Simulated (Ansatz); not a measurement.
The cluster CaI2⁺. Total charge 1; quartet. Geometry r2SCAN-D4/def2-TZVP; atoms count from 1.

```xyz
3

Ca    0.731    0.415    1.765
I    -0.932    1.211   -0.981
I     0.201   -1.625   -0.784
```

In the def2 sets I takes a core potential; there is no spin–orbit coupling. In the quartet, I2 and I3 lie 3.06 Å apart (atoms count from 1), so these atoms are partly bonded to each other. At PBE0-D4/def2-TZVP a doublet of charge 1 lies 3.27 eV below the quartet, each at its own geometry. The structure comes from a short search, and lower isomers may exist.

Problem. Estimate the Mulliken populations from the PBE0/def2-TZVP orbitals of Ansatz.

Solution. 
```
atom  charge (e)  spin (α − β)
 Ca1        0.69          0.96
  I2        0.15          1.02
  I3        0.15          1.02
```
Mulliken values and Mayer orders depend strongly on the basis.

Problem. Where does the spin sit?

Solution. Summed by element: Ca 0.96, I 2.04, of 3 unpaired in all. Largest on single atoms: I2 1.02, I3 1.02, Ca1 0.96.

Problem. And the Mayer bond orders between bonded heavy atoms (over 0.3)?

Solution. I2–I3 1.03 (3.06 Å).
